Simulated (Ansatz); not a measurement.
Start from `O=C=NB(F)F` and change one atom or group to get `O=C=NBF`.

Ansatz, PBE0-D4/def2-TZVP geometries, multiplicity 1. Each molecule was computed in one conformer, which needn't be the lowest.

```tsv
property	`O=C=NB(F)F`
ideal-gas entropy at 298 K and 1 bar (rigid rotor, harmonic PBE0-D4/def2-TZVP) / J/(mol·K)	321
LUMO energy (B3LYP/def2-TZVPP) / eV	-1.05
LUMO energy (ωB97M-V/def2-TZVPP) / eV	1.43
HOMO energy (PBE0/def2-TZVPP) / eV	-9.75
HOMO–LUMO gap (ωB97M-V/def2-TZVPP) / eV	13.45
zero-point energy (PBE0-D4/def2-TZVP) / kJ/mol	62.9
```

(1) Give the same properties after the change, and the shifts. (Estimate.)

Results:

(1) Computed: 
| property | `O=C=NBF` | shift |
| --- | --- | --- |
| ideal-gas entropy at 298 K and 1 bar (rigid rotor, harmonic PBE0-D4/def2-TZVP) / J/(mol·K) | 301 | -20 |
| LUMO energy (B3LYP/def2-TZVPP) / eV | -1.52 | -0.47 |
| LUMO energy (ωB97M-V/def2-TZVPP) / eV | 0.82 | -0.61 |
| HOMO energy (PBE0/def2-TZVPP) / eV | -9.26 | 0.49 |
| HOMO–LUMO gap (ωB97M-V/def2-TZVPP) / eV | 12.33 | -1.12 |
| zero-point energy (PBE0-D4/def2-TZVP) / kJ/mol | 77.1 | 14.2 |

With PBE0 the HOMO rises by 0.49 eV and the LUMO falls by 0.49 eV, so the gap narrows by about 0.98 eV. PBE moves the HOMO by 0.40 eV and ωB97M-V by 0.51 eV.

B3LYP here is the variant with VWN-RPA as its local correlation; programs differ in this.
